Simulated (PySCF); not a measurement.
N-silylprop-2-yn-1-amine (C3H7NSi), SMILES C#CCN[SiH3].

Coordinates come from a r2SCAN-D4/def2-SVP optimisation. The values are those of a single conformer.

Two levels are set side by side: TDDFT-PBE/def2-SVPD (PySCF) and TDDFT-PBE0/def2-SVPD (PySCF). Vertical, same geometry. The lowest singlet is HOMO→LUMO 97 % with PBE and HOMO→LUMO 97 % with the other functional; states are paired by order. Differences are taken from unrounded values.

| quantity | TDDFT-PBE |
|---|---|
| lowest singlet excitation (eV) | 5.23 |
| lowest triplet excitation (TDA) (eV) | 4.88 |
| first bright state (f over 0.05) (eV) | 6.37 |
| its oscillator strength | 0.05 |

Question: These are the TDDFT-PBE values. What does TDDFT-PBE0 give? (Estimate from the structure and the level; the computed values follow.)

Answer: 
```
quantity                               TDDFT-PBE0  TDDFT-PBE minus TDDFT-PBE0
-------------------------------------  ----------  --------------------------
lowest singlet excitation (eV)               5.95                       -0.72
lowest triplet excitation (TDA) (eV)         5.14                       -0.26
first bright state (f over 0.05) (eV)        7.49                       -1.13
its oscillator strength                      0.08                       -0.03
```

A lower first singlet is the usual sign of a functional without exact exchange. Differences between two approximate levels are no errors against the true value.

Rough cost on one machine, each run with all the roots and properties that it gave: TDDFT-PBE0 against TDDFT-PBE about 3 times.
